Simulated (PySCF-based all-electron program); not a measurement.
# KCs, singlet: squeezing and stretching

Calculated with an in-house all-electron program built on PySCF, in large uncontracted Gaussian sets near the basis limit; Koelling–Harmon scalar relativity, no spin–orbit coupling, spin-restricted. Forces are good to about 0.002 eV/Å. In part, the state lies near an instability. A positive force pushes the atoms apart.

| r (Å) | PBE (eV/Å) |
| --- | --- |
| 3.424 | 0.823 |
| 3.638 | 0.553 |
| 3.852 | 0.337 |
| 4.280 | ? |
| 4.708 | -0.133 |

Question: Fill in the missing PBE forces.

Answer: 4.280 Å: 0.034 eV/Å.

Question: Fit a Morse curve to the forces within 0.84 to 1.25 of the listed length with the smallest force. Where does the force vanish, what is the force constant, and what harmonic wavenumber follows with standard atomic masses?

Answer: PBE: 4.350 Å, 0.5 eV/Å², about 70 cm⁻¹. The points are far apart, so these are estimates.
